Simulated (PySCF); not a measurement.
Sn(H)(F)2(NH2) (F₂H₃NSn), SMILES [NH2][SnH]([F])[F].

The structure is a stationary point at B3LYP-D3(BJ)/def2-SVP. The def2 effective core potentials stand for the cores of Sn; spin–orbit coupling is left out. Other conformers were not sampled.

The numbers are results of PySCF with TDA-ωB97X/def2-SVPD, not measurements.

Vertical excitations. The molecule is in vacuum. State labels are in the subgroup Cs.

Computed lowest excited states:
```tsv
state	symmetry	energy (eV)	λ (nm)	f	main pairs
S1	A'	6.27	198	0.078	HOMO→LUMO 84 %
S2	A"	7.26	171	0.002	HOMO→LUMO+1 94 %
S3	A'	7.98	155	0.019	HOMO→LUMO+2 80 %
S4	A'	8.20	151	0.213	HOMO−1→LUMO 71 %
S5	A"	8.29	150	0.000	HOMO−4→LUMO 37 %, HOMO−1→LUMO+1 29 %, HOMO−2→LUMO 23 %
S6	A"	8.38	148	0.022	HOMO−2→LUMO 52 %, HOMO−4→LUMO 25 %, HOMO−3→LUMO+1 9 %
S7	A'	8.50	146	0.032	HOMO−3→LUMO 59 %, HOMO→LUMO+3 14 %
S8	A'	8.55	145	0.086	HOMO→LUMO+3 53 %, HOMO−3→LUMO 14 %, HOMO→LUMO+4 14 %
S9	A"	8.96	138	0.056	HOMO−1→LUMO+1 63 %, HOMO−4→LUMO 22 %
S10	A'	9.39	132	0.288	HOMO−1→LUMO+2 45 %, HOMO−2→LUMO+1 17 %, HOMO−7→LUMO 13 %
T1	A'	5.49	226	0	HOMO→LUMO 88 %
T2	A'	6.82	182	0	HOMO−1→LUMO 87 %
T3	A"	7.17	173	0	HOMO→LUMO+1 91 %
T4	A'	7.45	166	0	HOMO→LUMO+2 73 %
```
Triplets are in the Tamm–Dancoff approximation.
